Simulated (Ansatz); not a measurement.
Reaction (isomerisation): `BrC1CO[SiH2]1` → `[SiH3]O/C=C\Br`

Calculated with Ansatz (gas phase, PBE0-D4/def2-TZVP geometries, no zero-point term in ΔE). CCSD(T)/CBS adds triple-zeta CCSD(T) − MP2 to the extrapolated MP2 energy (def2 sets, frozen cores). DFT in def2-TZVPP. For Br outer-core shells are correlated without core-valence functions, which leaves a few kJ/mol of doubt a bond. Scalar relativity is left out up to krypton. One conformer a species, not always the lowest.

Is it downhill or uphill in electronic energy at CCSD(T)/CBS, and by how much? (Estimate.)

Ansatz gave: Uphill: ΔE = +5.9 kcal/mol.

What do these levels give: PBE-D4, r2SCAN-D4, ωB97M-V, MP2/def2-TZVPP, CCSD/def2-TZVPP, CCSD(T)/def2-TZVPP? (Estimate.)

Computed: PBE-D4 5.5, r2SCAN-D4 4.7, ωB97M-V 6.5, MP2/def2-TZVPP 6.9, CCSD/def2-TZVPP 5.3, CCSD(T)/def2-TZVPP 5.3 kcal/mol.

Largest T1 diagnostic among the species: 0.011.

From PBE to PBE0 (25 % exact exchange), in def2-TZVPP and without D4, ΔE moves by +2.1 kcal/mol. The D4 term adds +1.0 kcal/mol with B3LYP and +0.5 kcal/mol with PBE0; it sums over pairs of atoms, weighted by their polarisabilities, and B3LYP, whose exchange is more repulsive, gets the larger term. In def2-TZVPP, CCSD(T) changes the Hartree–Fock value by +4.6 kcal/mol (the triples alone add −0.0 kcal/mol) and MP2 by +6.2 kcal/mol.

B3LYP here is the variant with VWN-RPA as its local correlation; programs differ in this.
